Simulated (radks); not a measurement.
Neutral barium inside a hard spherical wall (all orbitals vanish at R), configuration held at [Xe] 6s2 and not refilled when levels cross. Calculated with a radial shooting solver on a logarithmic mesh with Libxc functionals: scalar-relativistic Kohn-Sham, PBE, spin-polarised, spherical densities, point nucleus. Eigenvalues in eV for spin up, with the zero of energy where the potential of the charges vanishes at infinity; a dash marks a level that is unbound or too diffuse for the functional's potential to be trusted. A positive occupied level is held by the wall or, in an anion where self-interaction has pushed it up, behind a barrier. The pressure on the wall is -dE/dV.

R (bohr) = free: E (hartree) -8135.5648; kinetic (hartree) 8588.776; e(4d) -89.681; e(5s) -33.675; e(5p) -18.737; e(6s) -3.230; e(5d, empty) -2.019; e(6p, empty) -1.243; pressure (GPa) 0
R (bohr) = 15: E (hartree) -8135.5647; kinetic (hartree) 8588.777; e(4d) -89.673; e(5s) -33.666; e(5p) -18.728; e(6s) -3.224; e(5d, empty) -2.011; e(6p, empty) -1.217; pressure (GPa) 0.000680
R (bohr) = 12: E (hartree) -8135.5637; kinetic (hartree) 8588.787; e(4d) -89.594; e(5s) -33.590; e(5p) -18.653; e(6s) -3.167; e(5d, empty) -1.947; e(6p, empty) -1.076; pressure (GPa) 0.0160
R (bohr) = 7: E (hartree) -8135.4847; kinetic (hartree) 8589.173; e(4d) -87.770; e(5s) -31.858; e(5p) -16.988; e(6s) -1.233; e(5d, empty) -0.362; e(6p, empty) 2.145; pressure (GPa) 3.23
R (bohr) = 6: E (hartree) -8135.3756; kinetic (hartree) 8589.601; e(4d) -86.470; e(5s) -30.679; e(5p) -15.879; e(6s) 0.803; e(5d, empty) 0.921; e(6p, empty) 5.213; pressure (GPa) 10.9
R (bohr) = 5: E (hartree) -8135.0857; kinetic (hartree) 8590.695; e(4d) -84.035; e(5s) -28.614; e(5p) -13.939; e(6s) 5.522; e(5d, empty) 3.493; e(6p, empty) 11.857; pressure (GPa) 44.3
R (bohr) = 4: E (hartree) -8134.1492; kinetic (hartree) 8594.227; e(4d) -78.259; e(5s) -24.131; e(5p) -9.480; e(6s) 18.452; e(5d, empty) 9.835; e(6p, empty) 28.467; pressure (GPa) 248
R (bohr) = 3: E (hartree) -8130.1364; kinetic (hartree) 8608.233; e(4d) -62.479; e(5s) -11.470; e(5p) 4.727; e(6s) 61.778; e(5d, empty) 29.951; e(6p, empty) 78.828; pressure (GPa) 2130
R (bohr) = 2: E (hartree) -8104.7448; kinetic (hartree) 8685.369; e(4d) -15.878; e(5s) 48.380; e(5p) 75.127; e(6s) 253.19; e(5d, empty) 120.84; e(6p, empty) 284.72; pressure (GPa) 36800
